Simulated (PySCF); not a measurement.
Gas-phase reaction: 2 SnH3F + F2 → 2 SnH2F2 + 2 H

Computed with PySCF and rigid-rotor harmonic-oscillator thermochemistry at 1 bar. † marks an energy on the PBE0/def2-TZVP geometry and frequencies; other levels use their own. MP2 freezes the core. Open shells (unrestricted): H (multiplicity 2); the rest are closed-shell singlets. B3LYP is the form with VWN-RPA correlation. Sn: scalar-relativistic def2 core potential, no spin-orbit coupling. SnH3F, SnH2F2: computed as isolated molecules; such fragments, hydroxides, amides, oligomers or adducts are transient or little studied in the gas. MP2 isn't extrapolated to the basis-set limit; its ΔH°(298 K) is -254.5 kJ in def2-SVP and -254.5 kJ in def2-TZVPP. The harmonic model lacks anharmonicity and excited electronic states, which grow with temperature; levels with a mode under 35 cm⁻¹ are left out.

```json
[
 {"level": "B3LYP/def2-TZVP†", "ΔE electronic, kJ": "-167", "ΔH°(298 K), kJ": "-190", "ΔS°(298 K), J/K": "82", "ΔG°(1800 K), kJ": "-376"},
 {"level": "HF/def2-TZVP†", "ΔE electronic, kJ": "-318", "ΔH°(298 K), kJ": "-341", "ΔS°(298 K), J/K": "82", "ΔG°(1800 K), kJ": "-527"},
 {"level": "MP2/def2-SVP†", "ΔE electronic, kJ": "-232", "ΔH°(298 K), kJ": "-254", "ΔS°(298 K), J/K": "82", "ΔG°(1800 K), kJ": "-441"},
 {"level": "PBE0/def2-SVP†", "ΔE electronic, kJ": "-155", "ΔH°(298 K), kJ": "-177", "ΔS°(298 K), J/K": "82", "ΔG°(1800 K), kJ": "-364"},
 {"level": "PBE0/def2-TZVP", "ΔE electronic, kJ": "-185", "ΔH°(298 K), kJ": "-207", "ΔS°(298 K), J/K": "82", "ΔG°(1800 K), kJ": "-394"},
 {"level": "ωB97X-V/def2-TZVP†", "ΔE electronic, kJ": "-182", "ΔH°(298 K), kJ": "-204", "ΔS°(298 K), J/K": "82", "ΔG°(1800 K), kJ": "-391"}
]
```
ΔH° is lowest at HF/def2-TZVP† and highest at PBE0/def2-SVP†. No reference value is set beside these.
